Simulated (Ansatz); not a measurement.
Born–Oppenheimer molecular dynamics of CH8AlNO (12 atoms, charge 0, multiplicity 1). It starts from a rough guess of a transition structure, not a stationary point.

Theory: Ansatz, UHF/6-31G.

```json
{
 "ensemble": "NVE (velocity Verlet)",
 "time step": "0.5 fs",
 "steps asked": "150",
 "starting velocities drawn for": "600 K",
 "seed": "168159"
}
```

Frames 2.5 fs apart, positions in Å, forces in eV/Å.

Velocities at 10.0 fs (Å/ps):

```
Al 5.79 -1.53 -5.02
N -5.64 2.49 7.24
C -5.47 -1.36 -3.24
H 14.89 -32.58 -10.40
H -12.23 -18.44 -24.38
H 57.45 17.93 -52.39
O -0.22 -0.26 5.82
H -22.41 18.32 47.84
H 37.19 29.32 13.15
H -31.30 18.05 -6.60
H 14.85 5.25 3.66
H -66.59 -11.25 9.12
```

```xyz
12
Properties=species:S:1:pos:R:3:forces:R:3 time_fs=10.0 energy_less_start_eV=-0.514 T=993
Al -0.552 1.134 1.122 0.62 0.07 -3.45
N 0.451 -0.537 0.299 0.45 -1.84 0.85
C -0.214 -1.559 -0.576 -0.34 0.11 -0.14
H -2.103 0.736 0.580 0.78 0.42 0.59
H -0.160 1.738 2.580 0.05 -0.29 -0.51
H 0.862 0.102 -0.334 0.43 1.61 -0.73
O 0.605 1.812 -0.598 -0.96 -0.89 2.94
H 1.248 -0.937 0.782 -0.68 -0.12 0.33
H -0.390 -2.535 -0.119 0.32 0.61 0.18
H -1.168 -1.163 -0.890 -0.05 -0.01 0.11
H 0.388 -1.680 -1.477 -0.09 -0.24 0.30
H 0.500 2.013 -1.509 -0.52 0.56 -0.47
12
Properties=species:S:1:pos:R:3:forces:R:3 time_fs=12.5 energy_less_start_eV=-0.349 T=872
Al -0.537 1.130 1.105 0.59 -0.54 -4.23
N 0.440 -0.531 0.316 2.31 1.51 -2.44
C -0.229 -1.559 -0.585 -0.26 2.61 -0.36
H -2.045 0.669 0.571 0.39 0.54 0.46
H -0.186 1.688 2.513 0.31 0.14 0.43
H 0.987 0.156 -0.437 -1.96 -1.07 2.95
O 0.602 1.810 -0.579 -1.34 -0.41 0.87
H 1.173 -0.899 0.907 -0.46 -0.50 -0.13
H -0.297 -2.466 -0.075 -0.56 -1.34 0.59
H -1.228 -1.130 -0.897 1.46 -0.97 0.53
H 0.417 -1.674 -1.458 -0.49 -0.21 0.18
H 0.321 2.000 -1.488 0.03 0.22 1.15
12
Properties=species:S:1:pos:R:3:forces:R:3 time_fs=15.0 energy_less_start_eV=-0.574 T=1045
Al -0.520 1.125 1.079 0.87 -0.38 -4.19
N 0.438 -0.520 0.323 1.93 1.36 -1.96
C -0.244 -1.549 -0.595 1.33 0.85 2.00
H -1.966 0.633 0.589 -0.39 0.45 0.17
H -0.195 1.644 2.469 0.46 0.36 1.02
H 1.006 0.156 -0.381 -1.59 -1.29 2.56
O 0.595 1.806 -0.556 -2.14 0.01 0.40
H 1.069 -0.889 1.024 -0.26 -0.54 -0.67
H -0.235 -2.457 -0.006 -0.88 -0.16 -0.51
H -1.213 -1.148 -0.877 0.24 -0.57 0.14
H 0.420 -1.680 -1.431 -0.31 -0.15 -0.36
H 0.144 2.001 -1.408 0.74 0.06 1.41
12
Properties=species:S:1:pos:R:3:forces:R:3 time_fs=17.5 energy_less_start_eV=-0.699 T=1139
Al -0.502 1.119 1.044 1.22 0.55 -2.71
N 0.443 -0.505 0.324 -2.31 -3.66 2.64
C -0.253 -1.534 -0.595 3.46 -0.89 3.47
H -1.910 0.624 0.617 -1.10 0.27 -0.11
H -0.178 1.620 2.481 0.33 0.13 0.51
H 0.949 0.095 -0.194 2.79 2.26 -2.29
O 0.579 1.802 -0.531 -1.81 -0.07 2.13
H 0.951 -0.909 1.103 0.02 -0.28 -0.95
H -0.223 -2.461 0.036 -0.83 0.85 -1.19
H -1.191 -1.196 -0.850 -1.85 0.41 -0.46
H 0.404 -1.695 -1.424 -0.12 -0.02 -0.51
H 0.004 2.009 -1.256 0.19 0.46 -0.53
12
Properties=species:S:1:pos:R:3:forces:R:3 time_fs=20.0 energy_less_start_eV=-0.999 T=1367
Al -0.481 1.115 1.003 0.89 0.88 -0.79
N 0.440 -0.503 0.333 -1.45 -2.24 1.02
C -0.246 -1.522 -0.579 1.16 0.50 1.18
H -1.916 0.632 0.640 -1.01 0.32 -0.15
H -0.142 1.604 2.521 0.12 -0.17 -0.42
H 1.032 0.141 -0.109 1.46 0.18 -1.36
O 0.557 1.798 -0.498 -2.01 0.28 1.68
H 0.836 -0.949 1.130 0.62 -0.43 -0.14
H -0.260 -2.424 0.014 -0.41 -0.20 -0.26
H -1.253 -1.228 -0.844 0.32 0.15 0.05
H 0.380 -1.711 -1.444 -0.27 0.22 0.00
H -0.119 2.042 -1.125 0.58 0.50 -0.79
12
Properties=species:S:1:pos:R:3:forces:R:3 time_fs=22.5 energy_less_start_eV=-0.678 T=1127
Al -0.458 1.112 0.960 -0.20 0.44 0.75
N 0.431 -0.511 0.347 2.34 0.70 -0.93
C -0.233 -1.508 -0.557 -1.13 1.35 -1.19
H -1.978 0.660 0.654 -0.18 0.51 -0.06
H -0.097 1.578 2.539 -0.01 -0.29 -0.92
H 1.200 0.208 -0.113 -2.46 -3.18 0.92
O 0.527 1.796 -0.460 -2.57 1.11 0.10
H 0.755 -1.012 1.145 0.80 -0.07 0.09
H -0.321 -2.401 -0.022 0.04 -1.34 0.73
H -1.302 -1.248 -0.836 1.83 0.24 0.40
H 0.340 -1.714 -1.464 -0.16 0.38 0.40
H -0.203 2.102 -1.038 1.72 0.16 -0.27
12
Properties=species:S:1:pos:R:3:forces:R:3 time_fs=25.0 energy_less_start_eV=-0.964 T=1345
Al -0.435 1.110 0.918 -1.57 0.00 2.11
N 0.431 -0.518 0.358 2.75 -0.82 0.27
C -0.225 -1.489 -0.540 -1.43 -1.02 -0.60
H -2.051 0.717 0.665 0.61 0.51 -0.03
H -0.053 1.536 2.504 -0.05 -0.27 -0.86
H 1.240 0.100 -0.071 -2.18 -2.54 0.81
O 0.488 1.797 -0.421 -1.22 1.26 -0.56
H 0.720 -1.075 1.161 0.53 0.86 -0.50
H -0.378 -2.442 -0.025 0.63 0.30 0.00
H -1.256 -1.251 -0.808 0.49 0.85 0.12
H 0.293 -1.695 -1.464 0.41 0.28 0.17
H -0.195 2.177 -0.974 1.02 0.61 -0.94
12
Properties=species:S:1:pos:R:3:forces:R:3 time_fs=27.5 energy_less_start_eV=-1.014 T=1386
Al -0.416 1.108 0.882 -2.81 -0.59 3.15
N 0.440 -0.529 0.371 -3.26 -4.81 3.04
C -0.224 -1.474 -0.526 -0.29 -2.58 0.30
H -2.091 0.804 0.673 0.92 0.30 -0.04
H -0.011 1.477 2.420 0.05 -0.14 -0.24
H 1.183 -0.136 0.001 4.52 2.19 -2.53
O 0.444 1.803 -0.384 0.14 1.76 -2.06
H 0.717 -1.094 1.154 0.30 0.54 0.30
H -0.400 -2.469 -0.025 0.77 1.21 -0.45
H -1.188 -1.204 -0.774 -1.84 1.26 -0.38
H 0.270 -1.660 -1.454 0.78 0.12 -0.15
H -0.123 2.287 -0.963 0.72 0.72 -0.94
12
Properties=species:S:1:pos:R:3:forces:R:3 time_fs=30.0 energy_less_start_eV=-1.317 T=1614
Al -0.404 1.105 0.852 -3.50 -1.39 3.64
N 0.441 -0.557 0.395 2.19 -1.55 -0.41
C -0.225 -1.471 -0.512 -1.81 -0.81 -1.17
H -2.078 0.908 0.679 0.71 0.01 -0.06
H 0.034 1.411 2.323 0.25 0.06 0.74
H 1.316 -0.289 -0.036 -0.40 0.77 0.11
O 0.401 1.816 -0.355 0.69 4.03 -5.26
H 0.732 -1.084 1.169 0.09 -0.34 1.47
H -0.380 -2.434 -0.048 0.13 -0.06 -0.01
H -1.205 -1.092 -0.757 -0.06 0.00 -0.04
H 0.289 -1.618 -1.450 0.31 0.10 0.17
H -0.002 2.430 -0.998 1.40 -0.81 0.83
12
Properties=species:S:1:pos:R:3:forces:R:3 time_fs=32.5 energy_less_start_eV=-0.879 T=1283
Al -0.398 1.099 0.830 -3.03 -1.61 3.68
N 0.450 -0.594 0.418 6.13 -0.70 -0.79
C -0.235 -1.472 -0.503 -2.11 1.61 -2.28
H -2.025 1.013 0.681 0.07 -0.30 -0.05
H 0.094 1.347 2.269 0.35 0.12 1.23
H 1.457 -0.381 -0.082 -3.87 0.21 2.17
O 0.360 1.844 -0.346 1.97 4.31 -5.66
H 0.750 -1.085 1.254 -0.55 0.29 -0.15
H -0.353 -2.407 -0.070 -0.60 -1.66 0.46
H -1.230 -0.979 -0.744 1.36 -1.34 0.20
H 0.326 -1.570 -1.436 -0.37 -0.04 0.38
H 0.195 2.533 -0.993 0.64 -0.88 0.80
12
Properties=species:S:1:pos:R:3:forces:R:3 time_fs=35.0 energy_less_start_eV=-1.440 T=1709
Al -0.400 1.089 0.817 -1.35 -0.93 3.39
N 0.482 -0.634 0.438 2.85 -0.74 0.98
C -0.254 -1.466 -0.504 -0.45 -0.38 -0.30
H -1.968 1.100 0.681 -0.71 -0.53 -0.01
H 0.173 1.290 2.282 0.10 0.03 0.67
H 1.391 -0.457 -0.011 -0.97 0.75 0.88
O 0.327 1.887 -0.357 2.06 2.35 -3.52
H 0.738 -1.073 1.336 -0.78 0.29 -1.03
H -0.357 -2.458 -0.074 -0.62 0.17 -0.50
H -1.187 -0.939 -0.721 0.11 -1.07 -0.08
H 0.343 -1.525 -1.403 -0.42 -0.26 -0.16
H 0.431 2.592 -0.948 0.18 0.32 -0.31
12
Properties=species:S:1:pos:R:3:forces:R:3 time_fs=37.5 energy_less_start_eV=-1.192 T=1526
Al -0.404 1.077 0.811 0.19 0.12 2.80
N 0.523 -0.677 0.464 -6.23 -1.17 2.49
C -0.276 -1.463 -0.507 2.40 -2.53 1.47
H -1.951 1.156 0.680 -0.92 -0.64 0.05
H 0.258 1.236 2.334 -0.31 -0.04 -0.19
H 1.315 -0.480 0.088 6.39 2.01 -2.68
O 0.301 1.941 -0.382 2.17 2.67 -3.18
H 0.683 -1.048 1.368 -0.22 -0.65 0.36
H -0.398 -2.504 -0.103 -0.37 1.34 -0.84
H -1.144 -0.955 -0.704 -2.21 0.45 -0.47
H 0.338 -1.495 -1.380 -0.19 -0.36 -0.69
H 0.676 2.652 -0.905 -0.70 -1.21 0.90
```

Of the whole run (75 fs, mean temperature of the second half 1257 K): The conserved energy stayed within 0.68 meV per atom of its start (net change -0.54 meV per atom), so the integration is sound. The system heated up, since it started high on the potential surface and ran downhill. A run of 0.075 ps of so small a system gives no equilibrium averages. The orbitals stay closed-shell, which can raise the energy where a bond breaks towards radicals; this wasn't checked here. Limits of this set-up: no polarisation functions.

Time of the run: 12 min on 1 thread of Intel(R) Xeon(R) Processor @ 2.50GHz (Skylake/Cascade Lake) (shared host), peak memory 0.13 GiB.
